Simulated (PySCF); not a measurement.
Identify the unknown among the candidates.

All candidates are C7H4FNO.

| technique | computed result |
| --- | --- |
| Rotational structure | rotational constants A, B, C: 3.697, 0.727, 0.608 GHz [PBE0-D3(BJ)/def2-TZVP] |
| Dipole | 1.79 D [B97-2/pcSseg-2] |
| 1H NMR | chemical shifts (computed TMS as zero) by class: 7.51 (1 H), 7.08 (1 H), 7.04 (1 H), 6.91 (1 H) ppm [GIAO B97-2/pcSseg-2] |
| 13C NMR | chemical shifts (computed TMS as zero) by class: 174.1 (1 C), 144.1 (1 C), 137.6 (1 C), 132.3 (1 C), 128.0 (1 C), 117.6 (1 C), 117.4 (1 C) ppm [GIAO B97-2/pcSseg-2] |
| NMR, other nuclei | isotropic shieldings of nuclei other than C and H, by class: 194 (1 N), 161 (1 O), 289 (1 F) ppm [GIAO B97-2/pcSseg-2] |

Electronic properties: PySCF, gas phase, density fitting. Levels stand in brackets. The structure is a single PBE0-D3(BJ)/def2-TZVP conformer in the gas phase; no vibrational or solvent corrections. NMR values are class means; diastereotopic atoms form classes of their own.

Question: Which candidate is it?
A. `O=C=Nc1ccccc1F`
B. `O=C=Nc1ccc(F)cc1`
C. `O=C=Nc1cccc(F)c1`

Answer: C. It is `O=C=Nc1cccc(F)c1`. Numbering: `[O:1]=[C:2]=[N:3][c:4]1[cH:5][cH:6][cH:7][c:8]([F:9])[cH:10]1`. Its formula, C7H4FNO, gives 6 degrees of unsaturation: 1 ring and 5 π bonds in the structure found (Kekulé form). 7 carbons fall into 7 classes; from least to most shielded: aromatic C–F carbon [C8] (174.1 ppm), aromatic carbon bearing nitrogen [C4] (144.1 ppm), aromatic CH carbon [C6] (137.6 ppm), isocyanate carbon [C2] (132.3 ppm), aromatic CH carbon [C5] (128.0 ppm), aromatic CH carbon [C7] (117.6 ppm), aromatic CH carbon [C10] (117.4 ppm). Hydrogen classes from least to most shielded: 1 H on an aromatic CH carbon, C6 (7.51 ppm), 1 H on an aromatic CH carbon, C5 (7.08 ppm), 1 H on an aromatic CH carbon, C7 (7.04 ppm), 1 H on an aromatic CH carbon, C10 (6.91 ppm). The other shieldings belong to: 194 ppm, isocyanate nitrogen [N3]; 161 ppm, oxygen bonded to C [O1]; 289 ppm, aryl fluorine [F9]. The optimised geometry has point group Cs and is an asymmetric top.

The others, at the same levels:
- `O=C=Nc1ccc(F)cc1` fails: it has 5 carbon classes against 7; its computed 13C shifts are 170.1 (1 C), 137.0 (1 C), 133.4 (2 C), 131.7 (1 C), 122.7 (2 C) ppm, 1H shifts are 7.25 (2 H), 7.20 (2 H) ppm and rotational constant A is 5.120 GHz (against 3.697 GHz).
- `O=C=Nc1ccccc1F` fails: its computed 13C shifts are 168.6 (1 C), 135.5 (1 C), 132.2 (1 C), 132.0 (1 C), 130.8 (1 C), 130.6 (1 C), 121.5 (1 C) ppm, rotational constant A is 3.231 GHz (against 3.697 GHz) and smallest rotational constant is 0.742 GHz (against 0.608 GHz).

Each candidate is one conformer, not necessarily the lowest. The conformers computed, where there is a choice (atom-mapped SMILES and torsion angles):
- `[O:1]=[C:2]=[N:3][c:4]1[cH:5][cH:6][cH:7][c:8]([F:9])[cH:10]1`: C2–N3–C4–C5 0°
- `[O:1]=[C:2]=[N:3][c:4]1[cH:5][cH:6][c:7]([F:8])[cH:9][cH:10]1`: C2–N3–C4–C5 179°
- `[O:1]=[C:2]=[N:3][c:4]1[cH:5][cH:6][cH:7][cH:8][c:9]1[F:10]`: C2–N3–C4–C5 180°
